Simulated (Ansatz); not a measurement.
Reaction (formal exchange of groups at the Al–C bond): `F/C=[CH]/[AlH2]` + `CCNCN` → `CC[NH][AlH2]` + `NC/C=C\F`

Isolated molecules relaxed with PBE0-D4/def2-TZVP in Ansatz; ΔE leaves out vibrations. CCSD(T)/CBS is the MP2 limit (def2-TZVPP, def2-QZVPP) plus CCSD(T) − MP2 in def2-TZVPP, frozen cores. Double bonds are as drawn, so ΔE can hold a change between cis and trans. One conformer a species, not always the lowest.

```
          species  MP2/def2-TZVPP energy (Eh)
`F/C=[CH]/[AlH2]`                  -420.11177
          `CCNCN`                  -229.35825
   `CC[NH][AlH2]`                  -377.49197
       `NC/C=C\F`                  -272.01520
```

(1) Work out ΔE.

Largest T1 diagnostic among the species: 0.012.

## Answers

(1) ΔE = (-377.49197) + (-272.01520) − (-420.11177) − (-229.35825) = -0.03715 Eh = -97.5 kJ/mol. CCSD(T)/CBS gives -96.5 kJ/mol.
